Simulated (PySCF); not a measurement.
C₇H₅FO₂.
Numbering: `[CH2:1]=[CH:2][c:3]1[cH:4][cH:5][o:6][c:7]1[C:8](=[O:9])[F:10]` (hydrogens: H11, H12 on C1; H13 on C2; H14 on C4; H15 on C5)

Structure used (GFN2-xTB), in Å, numbered top down from 1:
```
atom  x, y, z in Å
C1     2.4901   -0.4350    0.4637
C2     1.2363   -0.8082    0.2272
C3     0.1409    0.1104    0.0257
C4     0.1500    1.5285    0.0343
C5    -1.1339    1.9216   -0.2050
O6    -1.9424    0.8777   -0.3619
C7    -1.1859   -0.2380   -0.2252
C8    -1.7890   -1.5394   -0.3450
O9    -1.2858   -2.6129   -0.2563
F10   -3.1286   -1.4464   -0.5953
H11    2.7826    0.5997    0.5231
H12    3.2707   -1.1612    0.6070
H13    0.9716   -1.8543    0.1730
H14    0.9921    2.1678    0.1957
H15   -1.5731    2.8976   -0.2828
```

A PySCF run (density fitting, gas phase, GFN2-xTB geometry) gave HOMO -6.09 eV, LUMO -2.58 eV, dipole 4.26 D.

Problem. Which of these levels was it?
A. BHandHLYP/3-21G
B. PBE0/def2-SVPD
C. KT3/3-21G
D. PBE0/pcSseg-1
E. BP86/def2-SVPD

Solution. C. It is KT3/3-21G. All candidates on this geometry:

```tsv
level and settings	kind	basis functions	SCF cycles	E (Eh)	HOMO (eV)	LUMO (eV)	dipole (D)
BP86/def2-SVPD	GGA	249	17	-519.6640	-6.41	-3.15	4.55
KT3/3-21G, grid level 4	GGA	100	16	-524.6436	-6.09	-2.58	4.26
PBE0/def2-SVPD	global hybrid	249	16	-519.0911	-7.30	-2.28	4.72
PBE0/pcSseg-1	global hybrid	195	16	-519.3924	-7.28	-2.20	4.65
BHandHLYP/3-21G, energy threshold 1e-07 Eh, start guess sap	global hybrid	100	16	-516.8605	-7.95	-0.87	4.71
```

The nearest other candidate, by the summed differences of HOMO and LUMO, is BP86/def2-SVPD: its HOMO differs by -0.32 eV and its LUMO by -0.57 eV. Cycle counts include a coarse-grid stage where the run had one. KT3 was designed for NMR shieldings or shifts; total energies of different functionals aren't comparable.
